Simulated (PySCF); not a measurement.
**Orbital picture of LaCl**

r²SCAN at R = 2.549 Å; La x2c-TZVPall, Cl x2c-TZVPall; spin-free X2C with a Gaussian nucleus (PySCF 2.14). State: triplet, about 0.1 electrons in the 4f shell (Mulliken). Only the outer orbitals are listed, counted within each symmetry.

```json
{"spin": "α", "orbital": "15σ", "occ.": "1", "ε (eV)": "-19.38", "on La (%)": "16", "main shells (%)": "84 Cl s, 15 La p"}
{"spin": "α", "orbital": "16σ", "occ.": "1", "ε (eV)": "-7.99", "on La (%)": "14", "main shells (%)": "85 Cl p, 10 La d"}
{"spin": "α", "orbital": "8π", "occ.": "1", "ε (eV)": "-7.57", "on La (%)": "8", "main shells (%)": "92 Cl p"}
{"spin": "α", "orbital": "8π", "occ.": "1", "ε (eV)": "-7.57", "on La (%)": "8", "main shells (%)": "92 Cl p"}
{"spin": "α", "orbital": "17σ", "occ.": "1", "ε (eV)": "-3.69", "on La (%)": "99", "main shells (%)": "78 La s, 19 La d"}
{"spin": "α", "orbital": "3δ", "occ.": "1", "ε (eV)": "-3.38", "on La (%)": "100", "main shells (%)": "100 La d"}
{"spin": "α", "orbital": "3δ", "occ.": "0", "ε (eV)": "-2.30", "on La (%)": "100", "main shells (%)": "100 La d"}
{"spin": "α", "orbital": "9π", "occ.": "0", "ε (eV)": "-2.23", "on La (%)": "96", "main shells (%)": "78 La d, 18 La p"}
{"spin": "α", "orbital": "9π", "occ.": "0", "ε (eV)": "-2.23", "on La (%)": "96", "main shells (%)": "78 La d, 18 La p"}
{"spin": "β", "orbital": "15σ", "occ.": "1", "ε (eV)": "-19.37", "on La (%)": "19", "main shells (%)": "82 Cl s, 17 La p"}
{"spin": "β", "orbital": "16σ", "occ.": "1", "ε (eV)": "-7.96", "on La (%)": "13", "main shells (%)": "87 Cl p, 9 La d"}
{"spin": "β", "orbital": "8π", "occ.": "1", "ε (eV)": "-7.57", "on La (%)": "6", "main shells (%)": "94 Cl p"}
{"spin": "β", "orbital": "8π", "occ.": "1", "ε (eV)": "-7.57", "on La (%)": "6", "main shells (%)": "94 Cl p"}
{"spin": "β", "orbital": "17σ", "occ.": "0", "ε (eV)": "-1.73", "on La (%)": "100", "main shells (%)": "88 La s"}
{"spin": "β", "orbital": "3δ", "occ.": "0", "ε (eV)": "-1.35", "on La (%)": "100", "main shells (%)": "100 La d"}
{"spin": "β", "orbital": "9π", "occ.": "0", "ε (eV)": "-1.31", "on La (%)": "95", "main shells (%)": "86 La d, 8 La p"}
```

**Question.** Which are the highest filled and the lowest empty level, where do they sit, and how wide is the gap?

**Answer.** Highest filled α 3δ at -3.38 eV (in %: 100 La d); lowest empty α 3δ at -2.30 eV (in %: 100 La d); the gap at r²SCAN is 1.08 eV. Both belong to one degenerate shell, split only by its one-sided filling, so this is no excitation gap.

- bond order (Mayer): 1.00
- ⟨S²⟩: 2.004
- charge on La (Mulliken, basis-dependent): 0.47
- charge on La (Löwdin, basis-dependent): 0.05
- dipole moment (positive dipole means La(−)Cl(+)): -4.68 D

Spin–orbit coupling is left out. The state is the lowest single determinant that the PBE0 search found; with open d or f shells the true ground state can be another one.
